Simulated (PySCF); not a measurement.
H3IS3Ti, SMILES [SH][Ti]([SH])([SH])[I], multiplicity 1.

Coordinates come from a B3LYP-D3(BJ)/def2-SVP optimisation. The multiplicity is an assumed one; other spin states were not compared. The def2 effective core potentials stand for the cores of I; spin–orbit coupling is left out. Other conformers were not sampled.

Level of theory: TDA-PBE/def2-SVPD in PySCF 2.14.0.

Vertical excitations. 

Computed UV-visible absorptions:
```tsv
state	energy (eV)	λ (nm)	f	main pairs
S1	2.68	463	0.000	HOMO→LUMO 93 %
S2	2.78	446	0.002	HOMO−1→LUMO 62 %, HOMO−1→LUMO+1 20 %, HOMO→LUMO+1 11 %
S3	2.88	430	0.005	HOMO→LUMO+1 41 %, HOMO−2→LUMO 21 %, HOMO−2→LUMO+1 19 %, HOMO−1→LUMO+1 14 %
S4	2.94	422	0.009	HOMO−2→LUMO 46 %, HOMO−1→LUMO+1 32 %, HOMO→LUMO+1 7 %
S5	2.98	415	0.021	HOMO→LUMO+1 27 %, HOMO−1→LUMO+1 25 %, HOMO−1→LUMO 23 %, HOMO−2→LUMO+1 7 %
S6	3.09	401	0.014	HOMO−2→LUMO+1 61 %, HOMO−2→LUMO 14 %
S7	3.36	369	0.002	HOMO→LUMO+2 75 %, HOMO−3→LUMO 15 %
S8	3.39	366	0.001	HOMO−1→LUMO+2 37 %, HOMO−3→LUMO 35 %, HOMO−2→LUMO+2 9 %, HOMO→LUMO+2 6 %
S9	3.47	357	0.002	HOMO−1→LUMO+2 33 %, HOMO−3→LUMO+1 30 %, HOMO−4→LUMO 11 %, HOMO−2→LUMO+2 11 %
S10	3.50	354	0.001	HOMO−4→LUMO 51 %, HOMO−2→LUMO+2 16 %, HOMO−3→LUMO 8 %
T1	2.46	505	0	HOMO→LUMO 92 %
T2	2.57	483	0	HOMO−1→LUMO 88 %
T3	2.60	478	0	HOMO→LUMO+1 78 %, HOMO−2→LUMO 12 %
T4	2.67	465	0	HOMO−2→LUMO 71 %, HOMO→LUMO+1 14 %
```
Triplets are in the Tamm–Dancoff approximation.
